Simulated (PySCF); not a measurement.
Al(Me)(F)2 anion (CH3AlF2), SMILES [CH3][Al]([F])[F] (connectivity only; charge and spin as stated), charge -1, multiplicity 2. The structure is a stationary point at r2SCAN-D4/def2-SVPD. The spin state was assumed, not searched. The isomer is the one that the SMILES or the coordinates give; other isomers of the formula were not compared.

Computed with r2SCAN-D4/def2-SVPD (PySCF).

Harmonic wavenumbers (cm⁻¹): 109, 159, 206, 250, 537, 609, 613, 671, 725, 1132, 1405, 1413, 2966, 3061, 3084. Rotational constants (GHz): 5.924, 5.437, 3.159; symmetry number 1.

Task: Work out the zero-point energy and the ideal-gas rigid-rotor harmonic-oscillator thermochemistry at 298.15 K and 1 atm.

Result: ZPE = ½ Σ hcν = ½ × 16940 cm⁻¹ = 101.32 kJ/mol. H − E(el) = 119.51 kJ/mol. Entropy in J/(mol K): translation 163.40, rotation 106.94, vibration 49.32, spin 5.76, total 325.43. G − E(el) = 22.49 kJ/mol. Cp = 86.57 J/(mol K). Modes under 150 cm⁻¹ make the vibrational entropy uncertain.
